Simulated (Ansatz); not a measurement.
Ansatz (a first-principles code) input (MP2/LANL2DZ): The .json file is the Basis Set Exchange's LANL2DZ.

Ansatz 0.2 input:
```yaml
crystal:
  periodic: [false, false, false]
  atoms:
    - {symbol: In, position_ang: [-0.00000000, -0.00000000, -0.62875443]}
    - {symbol: Cl, position_ang: [0.00000000, 0.00000000, 1.81229218]}
basis:
  gaussian:
    orbitals: LANL2DZ.json
magnetization: {spin_polarized: false}
correlation: {method: mp2, electrons: outside_noble_gas}
```

Question: Predict the final energy.

Answer: -16.63734 Eh.
